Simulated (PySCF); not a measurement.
**Worked example: oscillator strength and radiative lifetime**

C₂H₈BFN₂, SMILES C[C@@H](B(N)N)F.

Geometry optimised at r2SCAN-D4/def2-SVP. The structure was generated by enumeration; whether it is a known compound was not checked. One conformer was computed; it need not be the lowest.

TDA-LC-ωPBE/def2-SVPD run with PySCF puts the first singlet state with f over 0.02 at 7.85 eV (vertical), with the transition dipole (0.156, 0.078, 0.595) in atomic units.

Q: Find the oscillator strength, the wavelength and the radiative lifetime that this transition would have in vacuum if emission retraced absorption.

A: 
|μ|² = 0.3844 au, so |μ| = 1.58 D. ΔE = 7.85/27.211 = 0.2885 hartree. f = (2/3) ΔE |μ|² = 0.074 (the program prints 0.074).
λ = 1239.84/7.85 = 158 nm; ν = 63314 cm⁻¹.
Einstein's coefficient A = 0.6670 ν² f s⁻¹ (ν in cm⁻¹) = 2.0e8 s⁻¹, so τ = 1/A = 5.1 ns. This state is S2; the lower singlet has f = 0.000. The figure is the radiative limit of this one transition; relaxation, internal conversion, crossing to triplets and a medium change what is measured.
